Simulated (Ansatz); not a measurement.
Total energies of TiHF₃ from Ansatz at PBE0-D4/def2-TZVPD, gas phase (1 Eh = 27.2114 eV = 2625.5 kJ/mol). The reference geometry is relaxed at PBE-D4/def2-TZVP.

| state | geometry | energy (Eh) |
| --- | --- | --- |
| charge 0 singlet | reference | -1149.44831 |
| charge -1 doublet | reference | -1149.48809 |
| free Ti atom (triplet) | – | -849.14320 |
| free H atom (doublet) | – | -0.50104 |
| free F atom (doublet) | – | -99.67703 |

Task: Work out the vertical electron affinity, to the doublet.

Result: E(charge 0 singlet) − E(charge -1 doublet) = -1149.44831 − (-1149.48809) = 0.03978 Eh = 1.08 eV.

Task: What is the binding energy per atom against free atoms?

Result: Atoms: 1 × (-849.14320) + 1 × (-0.50104) + 3 × (-99.67703) = -1148.67533 Eh. Binding: -1148.67533 − (-1149.44831) = 0.77298 Eh = 21.03 eV, or 4.21 eV for each of 5 atoms (no zero-point energy, no counterpoise term).

At PBE0-D4/def2-TZVPD the highest occupied level of the charge -1 doublet lies above zero (up to 1.19 eV). By energy differences its removal costs 1.08 eV (vertical, to the charge 0 singlet, at PBE0-D4/def2-TZVPD); a positive level beside a positive removal energy at the same level points to self-interaction error.
